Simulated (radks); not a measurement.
Values are calculated unless marked as measured or tabulated.
Task: These are the eigenvalues of the occupied orbitals of an atom or ion with whole-number occupations (eV). Level of theory: scalar-relativistic Kohn-Sham, LDA (Slater exchange, Perdew-Wang correlation), spin-polarised, spherical densities, finite nucleus; Fermi nuclear charge, rms radius of each element as measured or else 0.836 A^(1/3) + 0.57 fm (a radial shooting solver on a logarithmic mesh with Libxc functionals).

| orbital | eigenvalue |
|---|---|
| 1s up | -28980.74 |
| 1s down | -28980.50 |
| 2s up | -5394.269 |
| 2s down | -5384.743 |
| 2p up | -4977.644 |
| 2p down | -4970.269 |
| 3s up | -1855.623 |
| 3s down | -1845.115 |
| 3p up | -1721.337 |
| 3p down | -1710.527 |
| 3d up | -1536.476 |

Which element is it, and in what charge state? The configuration may be excited. Open shells, if any, are filled with parallel spins first.

Result: Z = 49, indium, charge +28: In28+ in [Ar] 3d3. The list shows which subshells hold electrons but not how many an open one holds; the 1s level, -1065 hartree, gives Z - s = 46.2 by -(Z - s)^2/2, which with screening and relativity narrows Z to a few neighbours, and the depths of the outer levels then fix element, charge and occupations together.
